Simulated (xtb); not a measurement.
Cl2Y (SMILES [Cl][Y+][Cl]), charge +1, singlet, from a rough starting geometry (GFN-xTB shapes and energies of metal compounds can be far from the true ones) (the multiplicity is a formal guess); GFN2-xTB in xtb 6.7.1.

Input for xtb:
```
$ xtb mol.xyz --gfn 2 --chrg 1 --opt vtight --json

# file mol.xyz
3

Y      0.80111814    -0.05292943     0.77588564
Cl     0.82143779     0.33786817    -1.63291273
Cl    -1.61419551    -0.28561759     0.82608902
```

**Question.** Write the output that xtb gives for this input, abridged.

**Answer.** 
```
   ID    Z sym.   atoms
    1   39 Y      1
    2   17 Cl     2, 3

           -------------------------------------------------
          |                Calculation Setup                |
           -------------------------------------------------

           -------------------------------------------------
          |                 G F N 2 - x T B                 |
           -------------------------------------------------

          ...................................................
          :                      SETUP                      :
          :.................................................:
          :  # basis functions                  30          :
          :  # atomic orbitals                  27          :
          :  # shells                            9          :
          :  # electrons                        16          :
          :  max. iterations                   250          :
          :  Hamiltonian                  GFN2-xTB          :
          :  restarted?                      false          :
          :  GBSA solvation                  false          :
          :  PC potential                    false          :
          :  electronic temp.          300.0000000     K    :
          :  accuracy                    1.0000000          :
          :  -> integral cutoff          0.2500000E+02      :
          :  -> integral neglect         0.1000000E-07      :
          :  -> SCF convergence          0.1000000E-05 Eh   :
          :  -> wf. convergence          0.1000000E-03 e    :
          :  Broyden damping             0.4000000          :
          :  net charge                          1          :
          :  unpaired electrons                  0          :
          ...................................................

 iter      E             dE          RMSdq      gap      omega  full diag
   1     14.8146720  0.148147E+02  0.767E+01    5.04       0.0  T
   2     -8.0239602 -0.228386E+02  0.394E+01   19.33       1.0  T
   3     -8.3804786 -0.356518E+00  0.262E+01   14.64       1.0  T
   4     -8.4383419 -0.578632E-01  0.250E+01   14.29       1.0  T
   5     -8.6310280 -0.192686E+00  0.253E+01   13.15       1.0  T
   6     15.5673976  0.241984E+02  0.732E+01    6.27       1.0  T
   7     -2.1387662 -0.177062E+02  0.370E+01    0.08       1.0  T
   8      1.0369940  0.317576E+01  0.440E+01    0.10       1.0  T
   9     -3.5790645 -0.461606E+01  0.331E+01    0.07       1.0  T
  10      2.1714233  0.575049E+01  0.463E+01    0.12       1.0  T
  11      7.6339774  0.546255E+01  0.562E+01    0.25       1.0  T
  12     10.9650773  0.333110E+01  0.616E+01    0.61       1.0  T
  13     -7.4184996 -0.183836E+02  0.193E+01    0.03       1.0  T
  14     11.3722850  0.187908E+02  0.621E+01    0.72       1.0  T
  15     -9.9429680 -0.213153E+02  0.134E+01    1.37       1.0  T
  16     -9.6761541  0.266814E+00  0.147E+01    3.99       1.0  T
  17     -9.9479687 -0.271815E+00  0.123E+01    1.14       1.0  T
  18     -9.6615775  0.286391E+00  0.138E+01    4.09       1.0  T
  19     -9.0492733  0.612304E+00  0.182E+01    8.59       1.0  T
  20     -9.1809106 -0.131637E+00  0.168E+01    7.37       1.0  T
  21     -9.5928187 -0.411908E+00  0.136E+01    4.53       1.0  T
  22     -9.4840970  0.108722E+00  0.143E+01    5.21       1.0  T
  23     -9.4952299 -0.111330E-01  0.142E+01    5.14       1.0  T
  24     -9.5122972 -0.170672E-01  0.142E+01    5.04       1.0  T
  25     -9.5187661 -0.646887E-02  0.141E+01    5.00       1.0  T
  26     -9.5161668  0.259924E-02  0.141E+01    5.01       1.0  T
  27     -9.5049231  0.112437E-01  0.142E+01    5.08       1.0  T
  28     -9.5183319 -0.134088E-01  0.142E+01    4.99       1.0  T
  29     -9.5578135 -0.394816E-01  0.139E+01    4.75       1.0  T
  30     -9.5734713 -0.156578E-01  0.137E+01    4.65       1.0  T
  31     -9.6139442 -0.404729E-01  0.133E+01    4.40       1.0  T
  32     -9.6250505 -0.111063E-01  0.131E+01    4.34       1.0  T
  33     -9.6060478  0.190027E-01  0.131E+01    4.46       1.0  T
  34     -9.5684193  0.376285E-01  0.132E+01    4.69       1.0  T
  35     -9.5514650  0.169543E-01  0.133E+01    4.80       1.0  T
  36     -9.5488602  0.260481E-02  0.133E+01    4.82       1.0  T
  37     -9.5690839 -0.202238E-01  0.131E+01    4.69       1.0  T
  38     -9.5706412 -0.155723E-02  0.131E+01    4.68       1.0  T
  39     -9.5577843  0.128569E-01  0.132E+01    4.76       1.0  T
  40     -9.5470577  0.107266E-01  0.132E+01    4.83       1.0  T
  41     -9.5555962 -0.853845E-02  0.131E+01    4.77       1.0  T
  42     -9.5986509 -0.430547E-01  0.125E+01    4.51       1.0  T
  43     -9.6507015 -0.520507E-01  0.117E+01    4.19       1.0  T
  44     -9.7342110 -0.835095E-01  0.103E+01    3.66       1.0  T
  45     -9.7829753 -0.487643E-01  0.933E+00    3.33       1.0  T
  46     -9.8090030 -0.260277E-01  0.872E+00    3.13       1.0  T
  47     -9.8296255 -0.206224E-01  0.814E+00    2.97       1.0  T
  48     -9.8582119 -0.285864E-01  0.725E+00    2.72       1.0  T
  49     -9.8865915 -0.283796E-01  0.618E+00    2.43       1.0  T
  50     -9.9085147 -0.219232E-01  0.521E+00    2.16       1.0  T
  51     -9.9226838 -0.141691E-01  0.443E+00    1.95       1.0  T
  52     -9.9328161 -0.101323E-01  0.384E+00    1.75       1.0  T
  53     -9.9383858 -0.556971E-02  0.343E+00    1.63       1.0  T
  54     -9.9441019 -0.571613E-02  0.300E+00    1.46       1.0  T
  55     -9.9454181 -0.131613E-02  0.283E+00    1.42       1.0  T
  56     -9.9495125 -0.409446E-02  0.201E+00    1.22       1.0  T
  57     -9.9501033 -0.590817E-03  0.151E+00    1.16       1.0  T
  58     -9.9501654 -0.620218E-04  0.961E-01    1.16       1.0  T
  59     -9.9500837  0.816216E-04  0.630E-01    1.18       1.0  T
  60     -9.9501994 -0.115647E-03  0.434E-01    1.17       1.0  T
  61     -9.9503160 -0.116586E-03  0.354E-01    1.12       1.0  T
  62     -9.9503096  0.642205E-05  0.395E-01    1.13       1.0  T
[...]
         :: total energy              -9.946369640289 Eh    ::
 * total energy  :    -9.9463696 Eh     change       -0.8366463E-10 Eh
 * total energy  :    -9.9464690 Eh     change       -0.9940043E-04 Eh
 * total energy  :    -9.9465617 Eh     change       -0.9264798E-04 Eh
 * total energy  :    -9.9465617 Eh     change       -0.1719719E-07 Eh
 * total energy  :    -9.9465633 Eh     change       -0.1639972E-05 Eh
 * total energy  :    -9.9465633 Eh     change        0.3559668E-07 Eh
 * total energy  :    -9.9465634 Eh     change       -0.9635011E-07 Eh
   *** GEOMETRY OPTIMIZATION CONVERGED AFTER 7 ITERATIONS ***
[...]
          :  PC potential                    false          :
          :  electronic temp.          300.0000000     K    :
          :  accuracy                    1.0000000          :
          :  -> integral cutoff          0.2500000E+02      :
          :  -> integral neglect         0.1000000E-07      :
          :  -> SCF convergence          0.1000000E-05 Eh   :
          :  -> wf. convergence          0.1000000E-03 e    :
          :  Broyden damping             0.4000000          :
          :  net charge                          1          :
          :  unpaired electrons                  0          :
          ...................................................

 iter      E             dE          RMSdq      gap      omega  full diag
   1     -9.9497965 -0.994980E+01  0.104E-04    1.10       0.0  T
   2     -9.9497965 -0.207478E-11  0.752E-05    1.10     768.2  T
   3     -9.9497965 -0.219202E-11  0.719E-05    1.10     802.5  T

   *** convergence criteria satisfied after 3 iterations ***

         :::::::::::::::::::::::::::::::::::::::::::::::::::::
         ::                     SUMMARY                     ::
         :::::::::::::::::::::::::::::::::::::::::::::::::::::
         :: total energy              -9.946563407180 Eh    ::
         :: gradient norm              0.000005997614 Eh/a0 ::
         :: HOMO-LUMO gap              1.102888678475 eV    ::
         ::.................................................::
         :: SCC energy                -9.949796430738 Eh    ::
         :: -> isotropic ES            0.108113584587 Eh    ::
         :: -> anisotropic ES         -0.001010068954 Eh    ::
         :: -> anisotropic XC          0.001032500323 Eh    ::
         :: -> dispersion             -0.002505218868 Eh    ::
         :: repulsion energy           0.003233023558 Eh    ::
         :: add. restraining           0.000000000000 Eh    ::
         :: total charge               1.000000000682 e     ::
         :::::::::::::::::::::::::::::::::::::::::::::::::::::

           -------------------------------------------------
          |                Property Printout                |
           -------------------------------------------------

    * Orbital Energies and Occupations

         #    Occupation            Energy/Eh            Energy/eV
      -------------------------------------------------------------
         1        2.0000           -1.2938022             -35.2062
         2        2.0000           -1.2817069             -34.8770
         3        2.0000           -0.8373638             -22.7858
         4        2.0000           -0.6624854             -18.0271
         5        2.0000           -0.6591216             -17.9356
         6        2.0000           -0.6553939             -17.8342
         7        2.0000           -0.6456952             -17.5703
         8        2.0000           -0.6452996             -17.5595 (HOMO)
         9                         -0.6047692             -16.4566 (LUMO)
        10                         -0.6007879             -16.3483
        11                         -0.6007541             -16.3474
        12                         -0.5994958             -16.3131
        13                         -0.5939372             -16.1619
        14                         -0.5587918             -15.2055
        15                         -0.2629108              -7.1542
        16                         -0.2001699              -5.4469
        17                         -0.1992878              -5.4229
        18                         -0.1992750              -5.4225
        19                         -0.1983274              -5.3968
       ...                                ...                  ...
        27                          0.2990875               8.1386
      -------------------------------------------------------------
                  HL-Gap            0.0405304 Eh            1.1029 eV
             Fermi-level           -0.6248136 Eh          -17.0020 eV

     #   Z          covCN         q      C6AA      α(0)
     1  39 Y        1.439     0.694  1010.133   113.464
     2  17 Cl       0.720     0.153    94.447    14.865
     3  17 Cl       0.720     0.153    94.447    14.865

 Mol. C6AA /au·bohr⁶  :       2434.664427
 Mol. C8AA /au·bohr⁸  :     301718.576825
 Mol. α(0) /au        :        143.193313

Wiberg/Mayer (AO) data.
largest (>0.10) Wiberg bond orders for each atom

 ---------------------------------------------------------------------------
     #   Z sym  total        # sym  WBO       # sym  WBO       # sym  WBO
 ---------------------------------------------------------------------------
     1  39 Y    2.157 --     3 Cl   1.078     2 Cl   1.078
     2  17 Cl   1.574 --     1 Y    1.078     3 Cl   0.495
     3  17 Cl   1.574 --     1 Y    1.078     2 Cl   0.495
 ---------------------------------------------------------------------------

Topologies differ in total number of bonds
Writing topology from bond orders to xtbtopo.mol

molecular dipole:
                 x           y           z       tot (Debye)
 q only:        0.849      -0.055       0.805
   full:        1.222      -0.079       1.169       4.303
molecular quadrupole (traceless):
                xx          xy          yy          xz          yz          zz
 q only:        1.741       0.435      -3.326       0.287      -0.798       1.585
  q+dip:        2.590       0.406      -4.907       1.876      -1.032       2.317
   full:        1.339       0.029      -2.464       2.006      -0.411       1.125

optimized geometry written to: xtbopt.xyz

           -------------------------------------------------
          | TOTAL ENERGY               -9.946563407180 Eh   |
          | GRADIENT NORM               0.000005997614 Eh/α |
          | HOMO-LUMO GAP               1.102888678475 eV   |
           -------------------------------------------------

normal termination of xtb
```
